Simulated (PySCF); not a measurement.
Energy of Rh⁺ (rhodium, charge +1) between two integer charges

The 4d beta orbital of [Kr] 4d8 is emptied in steps (occupation f), with all orbitals relaxed, ending at [Kr] 4d7. All numbers are calculated (PySCF 2.14, scalar relativity through the core potential, in def2-SVP with the def2 core potential (28 electrons)). The exact energy is a straight line in f; departures are measured from the line between the end points of the same method.

| f | BHandHLYP (eV) | wB97X (eV) | r2SCAN0 (eV) |
| --- | --- | --- | --- |
| 1 | 0.000 | 0.000 | 0.000 |
| 0.75 | -0.403 | -0.267 | -0.678 |
| 0.5 | -0.552 | -0.371 | -0.911 |
| 0.25 | -0.425 | -0.289 | -0.688 |
| 0 | 0.000 | 0.000 | 0.000 |

Task: For wB97X, how does the orbital energy at f = 1 compare with the removal energy?

Result: −ε = 17.064 eV against a total-energy difference of 18.425 eV. By Janak's theorem ε = ∂E/∂f, so the gap between them reflects the curvature. Along the path −ε is 17.667 (f = 0.75), 18.364 (f = 0.5), 19.158 (f = 0.25) eV.

```tsv
method	E(f=0) − E(f=1) (eV)	−ε at f=1 (eV)	−ε at f=0.5 (eV)
BHandHLYP	18.251	16.160	18.192
wB97X	18.425	17.064	18.364
r2SCAN0	18.265	14.679	18.239
```

Reference removal energy between the ground levels: 18.08 eV (semi-empirical (NIST evaluation); NIST Atomic Spectra Database, ionization energies). The calculation has no spin-orbit coupling. The determinant left behind need not be the lowest term of the ion.
